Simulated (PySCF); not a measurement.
C4H7BFN, SMILES CB(F)C=C=CN.

Coordinates come from a B3LYP-D3(BJ)/def2-SVP optimisation. The structure was generated by enumeration; whether it is a known compound was not checked. Other conformers were not sampled.

Method: PBE/def2-TZVP run with PySCF.

Gas-phase values at a fixed geometry.

```json
{
 "total_energy": "-335.82061 hartree",
 "highest_occupied_level": "-5.00 eV",
 "lowest_empty_level": "-2.18 eV",
 "orbital_gap": "2.82 eV",
 "dipole_moment": "0.612 e·Å",
 "quadrupole, principal values (traceless, Buckingham form, about the centre of nuclear charge)": "-7.89, 0.88, 7.01 D·Å",
 "mean_static_polarisability": "76.9 bohr³ (11.39 Å³)",
 "polarisability_principal_values": "54.1, 63.7, 112.8 bohr³"
}
```
